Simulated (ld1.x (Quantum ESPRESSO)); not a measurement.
What one change does to a pseudopotential (Ge (Z = 32), TM)

germanium, norm-conserving Troullier–Martins (Kleinman–Bylander form), made with ld1.x (Quantum ESPRESSO) 7.5 (PBEsol, scalar-relativistic). Core [Ar], reference 3d10 4s2 4p2. Waves: 4s (bound): rc 1.30 bohr; 3d (bound): rc 1.05 bohr; 4p (bound): rc 1.65 bohr. Local part: the p channel. Core correction: Bessel-smoothed model core inside 0.65 bohr.

All-electron outer shells of the reference configuration (PBEsol, scalar-relativistic, ld1.x):

```csv
shell,level (eV),outermost node (bohr),outermost maximum (bohr)
3s,-168.12,0.26,0.54
3p,-115.43,0.23,0.54
3d,-29.31,–,0.50
4s,-11.74,0.77,1.75
4p,-3.90,0.82,2.22
```

Change: wave 4s (bound): rc 1.30 bohr becomes 4s (bound): rc 1.58 bohr.

Cutoffs: the cutoffs (Ry, on a coarse ladder) from which the occupation-weighted sum of valence levels, in a spherical-Bessel basis at the reference potential, stays within 10 and 1 mRy of its value at 400 Ry; they do not see the model core or the augmentation charge, which bear on the density cutoff. Errors are all-electron minus pseudo energies relative to the spin-unpolarised reference configuration.

Task: Predict the effect on cutoff, ghosts and configuration errors.

Result: Both files keep a bound ghost (s); of the 7 tests that both files solve, the error grows in 0 and shrinks in 2 by more than 15 % and 0.3 meV (median size 1.9 → 2.1 meV).

| quantity | base | changed |
| --- | --- | --- |
| cutoff, loose | 230 Ry | 230 Ry |
| cutoff, tight | over 300 Ry | over 300 Ry |
| loose cutoff by channel (10 mRy a level) | s 40 Ry, d 200 Ry, p 6 Ry | s 15 Ry, d 200 Ry, p 6 Ry |
| bound ghosts | s | s |
| error for 3d10 4s2 4p1, meV [ΔE 7.45 eV] | -1.5 | -1.2 |
| error for 3d10 4s2 4p0, meV [ΔE 22.90 eV] | -13 | -11 |
| error for 3d10 4s1 4p0, meV [ΔE 57.69 eV] | -43 | -46 |
| error for 3d9 4s2 4p2, meV [ΔE 38.69 eV] | -824 | -923 |
| error for 3d10 4s2 4p2.3, meV [ΔE -0.88 eV] | +0.1 | +0.1 |
| error for 3d10 4s2 4p1.5, meV [ΔE 2.80 eV] | -0.4 | -0.3 |
| error for 3d10 4s1 4p3, meV [ΔE 7.98 eV] | -1.9 | -2.1 |
| s: phases at 1.80 bohr within 0.05 rad from the reference energy up to (Ry; the scan ends near 5) | to the end of the scan | to the end of the scan |
| p: phases at 1.80 bohr within 0.05 rad from the reference energy up to (Ry; the scan ends near 5) | to the end of the scan | to the end of the scan |
| d: phases at 1.80 bohr within 0.05 rad from the reference energy up to (Ry; the scan ends near 5) | -0.3 | -0.3 |

 A true bound ghost makes a file unfit for plane-wave use even where its test errors are small: the radial tests pick states by their node count and pass the ghost by.
